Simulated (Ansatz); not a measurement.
Program: Ansatz. Geometries: PBE0-D4/def2-TZVP. ΔE: electronic, gas phase. CBS: MP2 limit from def2 TZ/QZ plus the TZ coupled-cluster correction, frozen cores. Functionals use def2-TZVPP. One conformer a species, not always the lowest.

Consider the formal exchange of groups at a C–C bond: `NCC[SiH2]N` + `N[SiH2]F` → `N[SiH2]C[SiH](N)F` + CH₃NH₂.

```json
{"species": "`NCC[SiH2]N`", "PBE0 energy (Eh)": "-480.99041"}
{"species": "`N[SiH2]F`", "PBE0 energy (Eh)": "-446.38420"}
{"species": "`N[SiH2]C[SiH](N)F`", "PBE0 energy (Eh)": "-831.61973"}
{"species": "CH₃NH₂", "PBE0 energy (Eh)": "-95.78001"}
```

Work out ΔE.

ΔE = (-831.61973) + (-95.78001) − (-480.99041) − (-446.38420) = -0.02513 Eh = -0.68 eV. CCSD(T)/CBS gives -0.69 eV.

Largest T1 diagnostic among the species: 0.011.

In def2-TZVPP, CCSD(T) changes the Hartree–Fock value by −0.11 eV (the triples alone add −0.02 eV) and MP2 by −0.12 eV. The D4 term adds −0.09 eV with B3LYP and −0.05 eV with PBE0; it sums over pairs of atoms, weighted by their polarisabilities, and B3LYP, whose exchange is more repulsive, gets the larger term.

B3LYP here is the variant with VWN-RPA as its local correlation; programs differ in this.
